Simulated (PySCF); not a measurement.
## Radial density of F³⁺ (fluorine, charge +3)

BLYP, [He] 2s2 2p2, high-spin 3P determinant. Calculation: PySCF 2.14, in aug-cc-pVDZ (4s3p2d, 23 functions); no relativity, point nucleus.

```
r (bohr)  4πr²ρ (e/bohr)  4πr²(ρα − ρβ)
 0.00373         0.07388         0.0000
 0.00628          0.2006         0.0001
  0.0106          0.5237         0.0003
  0.0178           1.305         0.0008
  0.0299           2.968         0.0024
  0.0503           5.848         0.0078
  0.0846           9.002         0.0342
   0.142           9.288         0.1719
   0.239           5.368         0.6674
   0.402           3.356         1.6604
   0.677           4.733         2.2911
    1.14           2.485         1.1437
    1.92          0.2007         0.0769
    3.22        0.002177         0.0018
    5.42       6.161e-05         0.0000
```
